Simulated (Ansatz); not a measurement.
Ansatz (a program for electronic structure) job for Br₅Nb, SMILES [Br][Nb+]([Br])([Br])([Br])[Br] (connectivity only; charge and spin as stated), charge +1, multiplicity 2, PBE0/def2-SVPD. Geometry: B3LYP-D3(BJ)/def2-SVP. The multiplicity is an assumed one; other spin states were not compared. The def2 effective core potentials stand for the cores of Nb; spin–orbit coupling is left out.

Ansatz 0.2 input:
```yaml
crystal:
  periodic: [false, false, false]
  atoms:
    - {symbol: Nb, position_ang: [-0.00000000, 0.00000000, -0.18278926]}
    - {symbol: Br, position_ang: [0.00000006, -0.00000001, 2.39522016]}
    - {symbol: Br, position_ang: [-0.00000004, 1.92088125, -1.56989627]}
    - {symbol: Br, position_ang: [2.40300420, -0.00000001, 0.47934843]}
    - {symbol: Br, position_ang: [-2.40300418, -0.00000000, 0.47934854]}
    - {symbol: Br, position_ang: [-0.00000004, -1.92088123, -1.56989630]}
basis:
  gaussian:
    orbitals: def2-SVPD
hamiltonian:
  xc: {name: PBE0}
total_charge: 1
magnetization: {spin_polarized: true, initial_magnetization: 1}
```

Output:

```
WARN ansatz: RAYON_NUM_THREADS=2 ignored (pool sized by the plan → 2); use --threads N
Functional definition: PBE0
integrals: 0.52 GiB planned
2292 factors; integrals over basis functions are off by at most 3.8e-4 eV
mean field: 4.51 GiB planned
mean field evaluation 1: about -351696.1918 eV, gradient 1.2e1 eV
mean field evaluation 2: about -351696.3394 eV, gradient 1.2e1 eV
mean field evaluation 4: about -351697.0414 eV, gradient 1.6e0 eV
mean field evaluation 8: about -351697.1925 eV, gradient 4.5e-1 eV
mean field evaluation 16: about -351697.1939 eV, gradient 1.0e-3 eV
mean field evaluation 32: about -351697.0445 eV, gradient 1.8e0 eV
mean field -351697.19388097 eV, -12924.6334862055 hartree, gradient 1.1e-5 eV, S^2 0.754343; 3 other end points of the search recorded, 0 dependent functions left out
reference -351697.19394848 eV, -12924.6334886866 hartree; 94, 93 occupied and 145, 146 virtual orbitals, 2292 factors
Total energy: -351697.19394848 eV, -12924.6334886866 hartree
```

Self-consistency was reached.
